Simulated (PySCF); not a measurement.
C3H9Si, SMILES [CH2][SiH](C)C, multiplicity 2.

Geometry optimised at B3LYP-D3(BJ)/def2-SVP. A frequency run showed that this geometry is not a minimum. The isomer is the one that the SMILES or the coordinates give; other isomers of the formula were not compared.

The numbers are results of CAM-B3LYP/def2-TZVP (PySCF), not measurements.

```
Property                                                                                                         Value
---------------------------------------------------------------------------------------------  -----------------------
total energy                                                                                        -409.17607 hartree
α spin, highest occupied and lowest empty level                                                      -8.01 and 1.97 eV
β spin, highest occupied and lowest empty level                                                    -10.03 and -1.04 eV
dipole moment                                                                                                   0.53 D
quadrupole, principal values (traceless, Buckingham form, about the centre of nuclear charge)   -1.23, -0.23, 1.46 D·Å
mean static polarisability                                                                        62.6 bohr³ (9.27 Å³)
polarisability, principal values                                                                57.9, 63.2, 66.7 bohr³
⟨S²⟩                                                                                           0.754 (pure state 0.75)
```
